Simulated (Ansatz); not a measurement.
System: ZnI2, net charge 1, doublet state. The spin state was set by rule; other spins were not relaxed. 
Structure (B3LYP-D3(BJ)/def2-TZVP (Ansatz, a program for electronic structure) minimum search):
```xyz
3

Zn     0.0000     0.0000     0.0000
I      0.0000     0.0000    -2.4591
I      0.0000     0.0000     2.4591
```
Charge +1, spin multiplicity 2.

Total electronic energies in hartree. Valence correlation only, unless marked. UHF or UKS for open shells. Spin-orbit coupling is left out. The frozen core is the preceding noble-gas configuration, with the filled d and f shells of earlier blocks. Past Kr the def2 sets carry scalar-relativistic core potentials. STO-3G rows are all-electron and non-relativistic. Basis-set limits of correlation are two-point, X^-3; Hartree-Fock from the larger set. The bracket is a focal-point correction in the basis named. The program attaches cautions to a run behind MP2/STO-3G: large difference.

| level | program | energy (Eh) |
|---|---|---|
| RI-HF/def2-QZVPP | Ansatz | -2370.96926 |
| BLYP/def2-TZVPD | Ansatz | [?] |
| r2SCAN-D4/def2-TZVPD | Ansatz + dftd4 | -2374.80300 |
| B97M-V/def2-TZVPD | Ansatz | -2374.19810 |
| B3LYP-D3(BJ)/def2-TZVPD | Ansatz + dftd3 | -2374.82767 |
| B3LYP/def2-TZVPD | Ansatz | -2374.82056 |
| PBE0/STO-3G | Ansatz | -15463.49418 |
| PBE0-D4/def2-TZVPD | Ansatz + dftd4 | -2374.36028 |
| BHLYP-D3(BJ)/def2-TZVPD | Ansatz + dftd3 | -2374.44465 |
| BHLYP/def2-TZVPD | Ansatz | -2374.43742 |
| r2SCANh-D4/def2-TZVPD | Ansatz + dftd4 | -2374.76395 |
| r2SCAN0/def2-TZVPD | Ansatz | -2374.70602 |
| HSE06/def2-TZVPD | Ansatz | -2374.35453 |
| B2GP-PLYP-D3(BJ)/def2-TZVPD | Ansatz + dftd3 | -2373.44660 |
| B2GP-PLYP-D4/def2-TZVPD | Ansatz + dftd4 | -2373.44046 |
| B2PLYP-D4/def2-TZVPD | Ansatz + dftd4 | -2373.72451 |
| MP2/STO-3G | Ansatz | -15458.78756 |
| RI-MP2/CBS(def2-TZVPP,def2-QZVPP) | Ansatz | -2371.8206 |
| SCS-MP2/def2-SVP | Ansatz | -2371.07610 |
| SCS-MP2/def2-SVPD | Ansatz | -2371.09303 |
| CCSD/def2-SVPD | Ansatz | -2371.13898 |
| RI-MP2/CBS(def2-TZVPPD,def2-QZVPPD)+[CCSD(T)-MP2]/def2-SVPD | Ansatz | -2371.8371 |
| RI-MP2/CBS(def2-TZVPP,def2-QZVPP)+[CCSD(T)-MP2]/def2-TZVPP | Ansatz | -2371.8322 |

**Question.** What belongs in the gaps?

**Answer.** 
- BLYP/def2-TZVPD, energy (Eh): -2374.57133
